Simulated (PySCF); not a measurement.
Isomers of C4H4. All species are isolated molecules in the gas phase. Strings in code marks are SMILES.

Computed with TPSSh-D3(BJ)/def2-TZVP // CAM-B3LYP-D3(BJ)/def2-TZVP (PySCF). Excitations are Tamm–Dancoff values on a coarser integration grid. The basis has no diffuse functions, so Rydberg states are missing or too high.

```json
[
 {"species": "`C(C#C)=C`", "S1 oscillator strength": "0.000", "LUMO (eV)": "-1.32", "HOMO (eV)": "-6.58", "T1 excitation (TDA) (eV)": "…", "dipole moment (D)": "0.41"},
 {"species": "`C1=CC=C1`", "S1 oscillator strength": "0.000", "LUMO (eV)": "…", "HOMO (eV)": "-4.94", "T1 excitation (TDA) (eV)": "1.25", "dipole moment (D)": "…"},
 {"species": "`C=C1C=C1`", "S1 oscillator strength": "0.015", "LUMO (eV)": "-0.98", "HOMO (eV)": "-5.37", "T1 excitation (TDA) (eV)": "3.19", "dipole moment (D)": "2.11"},
 {"species": "`C=C=C=C`", "S1 oscillator strength": "…", "LUMO (eV)": "-1.94", "HOMO (eV)": "…", "T1 excitation (TDA) (eV)": "2.81", "dipole moment (D)": "0.00"}
]
```

Question: Fill in the missing entries.

Answer: 
- `C(C#C)=C`, T1 excitation (TDA) (eV): 3.51
- `C1=CC=C1`, LUMO (eV): -2.01
- `C1=CC=C1`, dipole moment (D): 0.00
- `C=C=C=C`, S1 oscillator strength: 0.000
- `C=C=C=C`, HOMO (eV): -6.50
